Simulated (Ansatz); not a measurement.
# What each rung costs, and what it gives

Saddle point of CH₈AsB, singlet (CH₅B ([BH2][CH3]) + AsH₃ → BAsH₄ ([BH2][AsH2]) + CH₄; bonds formed: B1–As6, C2–H5; bonds broken: B1–C2, H5–As6), PBE0-D4/def2-TZVP structure:

```
11
angstrom
B 0.3031 -0.2346 -0.7992
C 0.8295 -0.5600 0.8552
H 1.1599 0.4275 -1.3035
H -0.0418 -1.2818 -1.2587
H -0.2566 0.1859 0.2615
As -1.4541 0.9935 -1.0586
H 1.6831 -1.1792 0.5807
H 0.1539 -1.1556 1.4703
H 1.1913 0.2990 1.4213
H -1.1527 2.1507 -0.1096
H -2.4155 0.3546 -0.0594
```

Barriers are electronic and count from the start structure reached by relaxing down the imaginary mode.

Ansatz 0.2.0; basis: as named in each row; cores frozen in the correlated methods. Filled d shells of the heavier atoms are correlated. The def2 sets are not built for correlating such inner shells, so the correlated values are less sure here. B3LYP uses VWN-RPA correlation. Extrapolation: Hartree–Fock as exp(−7.88 √X), correlation as X^−2.97.

Times are rough, for one single point on 4 threads of a shared host (Arm Neoverse V2).

The estimate by CCSD(T) at an estimated basis limit (MP2 extrapolated from triple and quadruple zeta, plus CCSD(T) − MP2 in triple zeta) is 0.653 eV.

```csv
method,basis,time (s),barrier (eV),method less estimate
HF,STO-3G,under 1,2.077,1.425
PBE-D4,STO-3G,under 1,0.632,-0.021
SPW92,def2-SVP,under 1,0.004,-0.648
B3LYP-D4,6-31G,under 1,0.717,0.065
PBE-D4,def2-SVP,under 1,0.272,-0.381
SPW92,def2-TZVPP,1,0.040,-0.613
PBE0-D4,def2-SVP,1,0.410,-0.243
PBE-D4,def2-TZVPP,2,0.292,-0.361
BLYP-D4,def2-TZVPP,2,0.604,-0.048
B3LYP-D4,def2-TZVPP,2,0.688,0.035
BHLYP-D4,def2-TZVPP,2,0.889,0.236
PBE0-D4,def2-TZVPP,2,0.425,-0.228
CAM-B3LYP-D4,def2-TZVPP,2,0.747,0.094
r2SCAN0-D4,def2-TZVPP,3,0.517,-0.135
wB97M-V,def2-SVP,3,0.652,-0.001
r2SCAN-D4,def2-TZVPP,3,0.433,-0.220
RPA on PBE,def2-TZVPP,4,0.693,0.041
B2PLYP,def2-TZVPP,4,0.695,0.043
PBE-QIDH,def2-TZVPP,4,0.527,-0.125
CCSD(T),def2-SVP,4,0.787,0.134
wB97X-V,def2-TZVPP,6,0.692,0.039
wB97M-V,def2-TZVPP,6,0.683,0.030
B97M-V,def2-TZVPP,7,0.629,-0.024
MP2,def2-QZVPP,18,0.505,-0.147
CCSD(T),def2-TZVPP,75,0.683,0.030
```

All methods are single points on the PBE0-D4 structures.

The T1 diagnostic stays at or below 0.013.

Labels in which every atom is bracketed show which atoms are joined, not bond orders.
